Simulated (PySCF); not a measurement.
C6H4N2, SMILES c1c(cncn1)C#C.

Coordinates come from a PBE0-D3(BJ)/def2-SVP optimisation.

Two levels are set side by side: TDA-PBE/def2-SVPD (PySCF) and TDA-M06-2X/def2-SVPD (PySCF). Vertical, same geometry. The lowest singlet is HOMO→LUMO 100 % with PBE and HOMO−1→LUMO+1 93 % with the other functional; states are paired by order. Differences are taken from unrounded values.

| quantity | TDA-M06-2X | TDA-PBE | TDA-PBE minus TDA-M06-2X |
|---|---|---|---|
| lowest singlet excitation (eV) | 4.45 | 3.40 | -1.05 |
| lowest triplet excitation (TDA) (eV) | 3.98 | 3.24 | -0.74 |
| first bright state (f over 0.05) (eV) | 5.73 | 5.03 | -0.70 |
| its oscillator strength | 0.40 | 0.22 | -0.18 |

Functionals without exact exchange tend to place singlet excitations lower, as here. Differences between two approximate levels are no errors against the true value.

Rough cost on one machine, each run with all the roots and properties that it gave: TDA-M06-2X against TDA-PBE about 7 times.
